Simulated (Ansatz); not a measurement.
Gas-phase reaction 2 R1 → P1, each structure at its B3LYP-D3(BJ)/def2-TZVP stationary point, reached from a drawn start (curvature not checked).
P1: H2 (SMILES [H][H]), charge 0, multiplicity 1.
R1: H atom, charge 0, multiplicity 2.

P less R. No zero-point or thermal terms.

CBS: X⁻³ extrapolation of the correlation energy, Hartree–Fock from the larger set.

Programs: Ansatz (Gaussian orbitals). Each number belongs to the level named beside it.

The comparison value is -4.751 eV (CCSD(T)/CBS(cc-pVTZ, cc-pVQZ)). It is a level with limits of its own, not the exact answer.

**Question.** Order these levels by how close they come to the comparison value for the reaction energy, closest first: B2PLYP/def2-TZVPP, r2SCAN/def2-TZVPP, SVWN5/def2-TZVPP, B3LYP/def2-TZVPP, HF/cc-pVDZ. Give each level's value less the comparison value.

**Answer.** B3LYP/def2-TZVPP (-0.030 eV), B2PLYP/def2-TZVPP (0.052 eV), r2SCAN/def2-TZVPP (0.086 eV), SVWN5/def2-TZVPP (-0.154 eV), HF/cc-pVDZ (1.209 eV)

Ansatz is a quantum-chemistry and plane-wave program.
